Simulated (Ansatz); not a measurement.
# Abstraction of H: GeH2(GeH3)Cl + InHCl → GeH(GeH3)Cl + InH2Cl

Species: GeH2(GeH3)Cl, singlet; InHCl `[Cl][InH]`, doublet; GeH(GeH3)Cl, doublet; InH2Cl `[Cl][InH2]`, singlet. A radical takes H: the energy is the difference in strength between the Ge–H bond broken and the In–H bond made.

Shapes, held fixed at every level: PBE0-D4/def2-TZVP. Programs: Ansatz 0.2.0. The zero-point and thermal change to 298 K, harmonic and unscaled (PBE0-D4/def2-TZVP), is -2.5 kJ/mol.

```
              level                    kind  ΔH(298 K) (kJ/mol)  less CCSD(T)/def2-TZVPP
      HF/def2-TZVPP            Hartree–Fock               +51.1                     -0.5
   SPW92/def2-TZVPP                     LDA               +48.6                     -3.0
B3LYP-D4/def2-TZVPP           global hybrid               +52.2                     +0.6
BHLYP-D4/def2-TZVPP           global hybrid               +52.3                     +0.7
 wB97X-V/def2-TZVPP  range-separated hybrid               +46.3                     -5.3
      CCSD/def2-SVP   coupled cluster or CI               +53.5                     +1.9
    CCSD/def2-TZVPP   coupled cluster or CI               +52.0                     +0.4
 CCSD(T)/def2-TZVPP   coupled cluster or CI               +51.6                      0.0
```

The highest level, CCSD(T)/def2-TZVPP, gives ΔH(298 K) = +51.6 kJ/mol; the levels span +46.3 to +53.5. The column of differences is taken from that level and isn't an error. No measured value is set beside it here. Open shells run unrestricted. For atoms past krypton def2 sets carry core potentials with scalar relativity. Relativity is left out for Ge. Outer-core shells of Ge, In are correlated in most correlated rows, in sets that cover them unevenly.
